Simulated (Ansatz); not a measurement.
One geometry of ZnMeI (CH₃IZn), several levels of theory.

```yaml
crystal:
  periodic: [false, false, false]
  atoms:
    - {symbol: Zn, position_ang: [-0.004490, 0.003133, -1.072600]}
    - {symbol: C, position_ang: [0.003425, -0.002293, 0.862250]}
    - {symbol: H, position_ang: [-0.445101, 0.916560, 1.243970]}
    - {symbol: H, position_ang: [1.026780, -0.073575, 1.234897]}
    - {symbol: H, position_ang: [-0.566635, -0.853215, 1.239291]}
    - {symbol: I, position_ang: [-0.013990, 0.009391, -3.507818]}
basis:
  gaussian: {orbitals: def2-TZVP, initial_orbitals: start.molden}
hamiltonian: {xc: {name: B3LYP}, dispersion: d4}
scf: {omitted_lower_state_checks: [starts]}
output: {orbitals: {seedname: orbitals}}
```

The file start.molden holds the orbitals of an earlier run on this structure, at another level or in another basis.

```sh
$ ansatz run in.yaml --threads 4 --pin off --events-out ev --progress --plain --max-ram 3916MiB
```

It prints (some lines left out):

```
Functional definition: B3LYP
1248 factors; their error is unknown
mean field evaluation 1: about -57612.7140 eV, gradient 5.4e0 eV
mean field evaluation 2: about -57612.7599 eV, gradient 4.7e-2 eV
mean field evaluation 4: about -57613.0312 eV, gradient 2.9e-4 eV
mean field -57613.03119457 eV, -2117.2398448854 hartree, gradient 2.6e-5 eV, S^2 0.000000; 0 other end points of the search recorded, 0 dependent functions left out
reference -57613.03142864 eV, -2117.2398534872 hartree; 32, 32 occupied and 115, 115 virtual orbitals, 1248 factors
Total energy: -57613.19156469 eV, -2117.2457383787 hartree
Checks for a lower state left out: starts
```

Run time 0.9 s (4 threads of INTEL XEON PLATINUM 8581C on a shared host).

The first input with `hamiltonian: {xc: pbe, dispersion: d4}` (abridged; 0.55 s):

```
Functional definition: PBE
mean field -57599.70918040 eV, -2116.7502698945 hartree, gradient 1.9e-5 eV, S^2 0.000000
Total energy: -57599.80721891 eV, -2116.7538727434 hartree
Checks for a lower state left out: starts
```

The first input with `correlation: {method: mp2, frozen_orbitals: {C: 1, H: 0, I: 4, Zn: 9}}` and without the key `hamiltonian` (abridged; 0.95 s):

```
Functional definition: HF
mean field -57529.05477247 eV, -2114.1537682944 hartree, gradient 2.8e-6 eV, S^2 0.000000
14 core orbitals not correlated: weight in the atoms' cores, before any rotation towards them, 1.000 or more for the frozen orbitals, at most 0.000 for the correlated occupied ones
second order -29.66835218 eV of doubles, -0.00000000 eV of singles
Total energy: -57558.72312465 eV, -2115.2440601271 hartree
Checks for a lower state left out: starts
```

As the first input, with `hamiltonian: {xc: {name: B2PLYP}}`, `correlation: {frozen_orbitals: {C: 1, H: 0, I: 4, Zn: 9}}` and without the key `output` (abridged; 1.6 s):

```
Functional definition: B2PLYP
mean field -57585.54994567 eV, -2116.2299276157 hartree, gradient 2.1e-6 eV, S^2 0.000000
14 core orbitals not correlated: weight in the atoms' cores, before any rotation towards them, 1.000 or more for the frozen orbitals, at most 0.000 for the correlated occupied ones
second order -34.87757609 eV of doubles, -0.00000000 eV of singles
Total energy: -57594.96703919 eV, -2116.5759994194 hartree
Checks for a lower state left out: starts
```

As the first input, with `hamiltonian: {xc: {text: "exchange = 0.65*pbe_x + 0.35*exact_x\ncorrelation = pbe_c"}}` (abridged; 0.9 s):

```
Functional definition: unnamed
mean field -57601.80598894 eV, -2116.8273261873 hartree, gradient 1.2e-5 eV, S^2 0.000000
Total energy: -57601.80601300 eV, -2116.8273270714 hartree
Checks for a lower state left out: starts
```

The first input with `gaussian: {orbitals: def2-TZVPP, initial_orbitals: start.molden}`, `correlation: {method: ccsd_t, frozen_orbitals: {C: 1, H: 0, I: 4, Zn: 9}}` and without the key `hamiltonian` (abridged; 25 s):

```
Functional definition: HF
mean field -57529.09680028 eV, -2114.1553127878 hartree, gradient 2.1e-6 eV, S^2 0.000000
14 core orbitals not correlated: weight in the atoms' cores, before any rotation towards them, 1.000 or more for the frozen orbitals, at most 0.000 for the correlated occupied ones
second order -32.14370638 eV of doubles, -0.00000000 eV of singles
cycle   1  -29.52555814 eV  change     2.6e0 eV  update   1.2e-1
cycle   2  -30.32871024 eV  change   -8.0e-1 eV  update   4.7e-2
cycle   3  -30.48941125 eV  change   -1.6e-1 eV  update   1.8e-2
cycle   4  -30.45281949 eV  change    3.7e-2 eV  update   6.1e-3
cycle   5  -30.44385867 eV  change    9.0e-3 eV  update   2.2e-3
cycle   6  -30.44640742 eV  change   -2.5e-3 eV  update   7.7e-4
cycle   7  -30.44632798 eV  change    7.9e-5 eV  update   2.7e-4
cycle   8  -30.44600775 eV  change    3.2e-4 eV  update   8.5e-5
cycle   9  -30.44604575 eV  change   -3.8e-5 eV  update   3.0e-5
cycle  10  -30.44608456 eV  change   -3.9e-5 eV  update   9.5e-6
perturbative correction -0.86081189 eV, -0.0316342534 hartree
Total energy: -57560.40369672 eV, -2115.3058200117 hartree
Checks for a lower state left out: starts
```

As the first input, with `hamiltonian: {xc: {name: BLYP}, dispersion: d4}` (abridged; 0.65 s):

```
Functional definition: BLYP
mean field -57609.05467178 eV, -2117.0937103682 hartree, gradient 7.4e-5 eV, S^2 0.000000
Total energy: -57609.26356573 eV, -2117.1013870791 hartree
Checks for a lower state left out: starts
```

Geometry: PBE0-D4/def2-TZVP.

In the def2 sets I takes a core potential; there is no spin–orbit coupling. B3LYP takes the VWN-RPA correlation. Correlated methods freeze 14 core orbitals; core or outer-core shells of I are correlated, in sets that lack core-valence functions.
